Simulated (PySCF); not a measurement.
Species: C8H9P.
SMILES with atom numbers: `[CH2:1]=[CH:2][c:3]1[cH:4][cH:5][c:6]([CH3:7])[cH:8][p:9]1` (hydrogens: H10, H11 on C1; H12 on C2; H13 on C4; H14 on C5; H15, H16, H17 on C7; H18 on C8)

The same species was optimised twice, with GFN2-xTB and with PBE0-D3(BJ)/def2-SVP (PySCF), and the same property calculations (PySCF, gas phase) were run on both structures.

```
     coordinate  GFN2-xTB  PBE0-D3(BJ)/def2-SVP  change
      C6–C8 (Å)     1.382                 1.395  +0.013
      C2–C3 (Å)     1.457                 1.469  +0.012
      C1=C2 (Å)     1.329                 1.340  +0.011
      C5–C6 (Å)     1.393                 1.404  +0.011
      C3–C4 (Å)     1.391                 1.401  +0.010
      C4–C5 (Å)     1.380                 1.388  +0.008
      C6–C7 (Å)     1.501                 1.503  +0.002
      C8–P9 (Å)     1.730                 1.732  +0.002
      C3–P9 (Å)     1.753                 1.752  -0.001
   C2–C3–P9 (°)     114.8                 115.9    +1.1
   C5–C6–C8 (°)     121.3                 120.4    -0.9
   C7–C6–C8 (°)     119.5                 120.2    +0.7
   C2–C3–C4 (°)     122.6                 121.9    -0.7
   C3–P9–C8 (°)     101.0                 101.5    +0.5
   C4–C3–P9 (°)     122.7                 122.2    -0.5
   C6–C8–P9 (°)     126.4                 126.8    +0.4
   C4–C5–C6 (°)     123.9                 124.2    +0.3
C1–C2–C3–C4 (°)         6                     3      -3
```

Rotational constants: A = 3083, B = 948.9, C = 729.1 MHz (GFN2-xTB) against A = 3053, B = 935.2, C = 719.2 MHz (PBE0-D3(BJ)/def2-SVP).

On the GFN2-xTB structure: HOMO (eV) -6.52 [PBE0/pcSseg-1]; LUMO (eV) -1.63 [PBE0/pcSseg-1]; dipole (D) 2.03 [PBE0/pcSseg-1]; GIAO shielding of C1 (ppm) 72.2 [PBE0/pcSseg-1]; GIAO shielding of C2 (ppm) 40.4 [PBE0/pcSseg-1]; GIAO shielding of C3 (ppm) 13.8 [PBE0/pcSseg-1]; GIAO shielding of C4 (ppm) 54.0 [PBE0/pcSseg-1]; GIAO shielding of C5 (ppm) 50.8 [PBE0/pcSseg-1]; GIAO shielding of C6 (ppm) 39.3 [PBE0/pcSseg-1]; GIAO shielding of C7 (ppm) 159.4 [PBE0/pcSseg-1]; GIAO shielding of C8 (ppm) 22.5 [PBE0/pcSseg-1].

Problem. What do these properties become on the PBE0-D3(BJ)/def2-SVP structure?

Solution. 
```json
{"property": "HOMO (eV)", "level": "PBE0/pcSseg-1", "on GFN2-xTB": "-6.52", "on PBE0-D3(BJ)/def2-SVP": "-6.53", "change": "-0.01"}
{"property": "LUMO (eV)", "level": "PBE0/pcSseg-1", "on GFN2-xTB": "-1.63", "on PBE0-D3(BJ)/def2-SVP": "-1.66", "change": "-0.03"}
{"property": "dipole (D)", "level": "PBE0/pcSseg-1", "on GFN2-xTB": "2.03", "on PBE0-D3(BJ)/def2-SVP": "2.04", "change": "+0.01"}
{"property": "energy, GFN2-xTB geometry as zero (kcal/mol)", "level": "PBE0/pcSseg-1", "on GFN2-xTB": "0.0", "on PBE0-D3(BJ)/def2-SVP": "-0.4", "change": "-0.4"}
{"property": "GIAO shielding of C1 (ppm)", "level": "PBE0/pcSseg-1", "on GFN2-xTB": "72.2", "on PBE0-D3(BJ)/def2-SVP": "68.8", "change": "-3.4"}
{"property": "GIAO shielding of C2 (ppm)", "level": "PBE0/pcSseg-1", "on GFN2-xTB": "40.4", "on PBE0-D3(BJ)/def2-SVP": "38.3", "change": "-2.1"}
{"property": "GIAO shielding of C3 (ppm)", "level": "PBE0/pcSseg-1", "on GFN2-xTB": "13.8", "on PBE0-D3(BJ)/def2-SVP": "13.3", "change": "-0.5"}
{"property": "GIAO shielding of C4 (ppm)", "level": "PBE0/pcSseg-1", "on GFN2-xTB": "54.0", "on PBE0-D3(BJ)/def2-SVP": "51.4", "change": "-2.6"}
{"property": "GIAO shielding of C5 (ppm)", "level": "PBE0/pcSseg-1", "on GFN2-xTB": "50.8", "on PBE0-D3(BJ)/def2-SVP": "47.9", "change": "-2.9"}
{"property": "GIAO shielding of C6 (ppm)", "level": "PBE0/pcSseg-1", "on GFN2-xTB": "39.3", "on PBE0-D3(BJ)/def2-SVP": "36.6", "change": "-2.7"}
{"property": "GIAO shielding of C7 (ppm)", "level": "PBE0/pcSseg-1", "on GFN2-xTB": "159.4", "on PBE0-D3(BJ)/def2-SVP": "158.0", "change": "-1.4"}
{"property": "GIAO shielding of C8 (ppm)", "level": "PBE0/pcSseg-1", "on GFN2-xTB": "22.5", "on PBE0-D3(BJ)/def2-SVP": "21.3", "change": "-1.2"}
```

The heavy atoms differ by 0.022 Å rms after alignment. Among bonds between heavy atoms C2–C3 and C6–C8 change most and about equally (+0.012 to +0.013 Å). Changes are differences of the printed values. Neither structure is proved a minimum here.

Shape of the structure used: `[CH2:1]=[CH:2][c:3]1[cH:4][cH:5][c:6]([CH3:7])[cH:8][p:9]1`: C1–C2–C3–C4 3°.
